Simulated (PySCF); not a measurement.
# Reading the logs of faulty runs: BCH7Si2

Calculated results; nothing here was measured. The program is PySCF 2.14.0, an open-source quantum chemistry code, run on an isolated molecule that a program drew, which may never have been made. The molecule is BCH7Si2 (charge 0, singlet), drawn as the SMILES string `B[SiH2][Si]C`.

Each row is a Hartree-Fock (HF) and frozen-core CCSD(T) single point in the cc-pV(D+d)Z basis, meant for a local HF minimum. Run 1 is clean. Each other run has one planted mistake out of seven kinds, and not every kind appears here: one electron removed, one electron added, multiplicity raised by two, geometry at a saddle point, minimal basis STO-3G, one bond length entered in bohr, all coordinates scaled. The reference is restricted for singlets and unrestricted otherwise, and also for a bond in bohr. Adding or removing an electron swaps singlet and doublet. Electrons count all cores. HOMO and LUMO are orbital energies over both spins, the gradient is its largest component, and the lowest frequency (negative if imaginary) is given only where the gradient is small. Bond lengths are over the 10 bonds as drawn. T1 is the CCSD diagnostic: over 0.02 (restricted) or 0.045 (unrestricted) a single reference is doubtful.

Geometry of the clean run:
```xyz
11
BCH7Si2, angstrom
B    -0.8305    2.0364    1.5840
Si    0.3653    2.9603    0.2289
Si    1.3347    1.3288   -1.3040
C    -0.2947    0.4856   -1.8540
H    -0.4021    1.6569    2.6399
H    -1.9745    1.7786    1.3270
H    -0.4180    3.8884   -0.6394
H     1.4390    3.7555    0.8813
H    -1.1492    1.1564   -1.9792
H    -0.5632   -0.2254   -1.0570
H    -0.1588   -0.0971   -2.7682
```

```
run,electrons,basis functions,<S^2>,HOMO (eV),LUMO (eV),gradient (hartree/bohr),lowest frequency (cm^-1),mean bond (Å),longest bond (Å),T1,HF (hartree),CCSD(T) (hartree),mistake
1,46,109,0.000,-8.01,0.35,1.2e-05,46,1.5054,2.440,0.0178,-644.40998,-644.90895,no fault
2,46,109,0.000,-8.10,0.23,3.0e-02,-,1.5881,2.574,0.0170,-644.38702,-644.89148,all coordinates scaled
3,45,109,0.778,-15.42,-5.95,3.8e-02,-,1.5054,2.440,0.0187,-644.15537,-644.62056,one electron removed
4,46,35,0.000,-5.22,5.65,2.5e-02,-,1.5054,2.440,0.0112,-636.97641,-637.19390,minimal basis STO-3G
5,46,109,2.016,-7.70,0.19,2.5e-02,-,1.5054,2.440,0.0189,-644.39873,-644.87539,?
```

**Which mistake was planted in run 5, and what did it cost?**

Electrons, basis and geometry are unchanged, and <S^2> is 2.016, beside S(S+1) = 2.00 for a multiplicity of 3. So the mistake is: multiplicity raised by two. Subtracting run 1 and multiplying by 627.51 kcal/mol a hartree, the energy moved by 7.1 kcal/mol in HF and 21.1 kcal/mol in CCSD(T).

